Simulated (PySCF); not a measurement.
Sn(F)2(Cl)(NH2) (ClF2H2NSn), SMILES [F][Sn]([F])([Cl])[NH2].

Geometry: B3LYP-D3(BJ)/def2-SVP. The structure was generated by enumeration; whether it is a known compound was not checked. The def2 effective core potentials stand for the cores of Sn; spin–orbit coupling is left out. Other conformers were not sampled.

Two levels are set side by side: TDDFT-PBE/def2-SVPD (PySCF) and TDDFT-M06-2X/def2-SVPD (PySCF). Vertical, same geometry. The lowest singlet is HOMO→LUMO 97 % with PBE and HOMO→LUMO 92 % with the other functional; states are paired by order. Differences are taken from unrounded values.

| quantity | TDDFT-M06-2X | TDDFT-PBE | TDDFT-PBE minus TDDFT-M06-2X |
|---|---|---|---|
| lowest singlet excitation (eV) | 5.41 | 4.00 | -1.42 |
| lowest triplet excitation (TDA) (eV) | 4.82 | 3.45 | -1.37 |
| first bright state (f over 0.05) (eV) | 7.72 | 5.85 | -1.86 |
| its oscillator strength | 0.31 | 0.08 | -0.23 |

Functionals without exact exchange tend to place singlet excitations lower, as here. Differences between two approximate levels are no errors against the true value.

Rough cost on one machine, each run with all the roots and properties that it gave: TDDFT-M06-2X against TDDFT-PBE about 10 times.
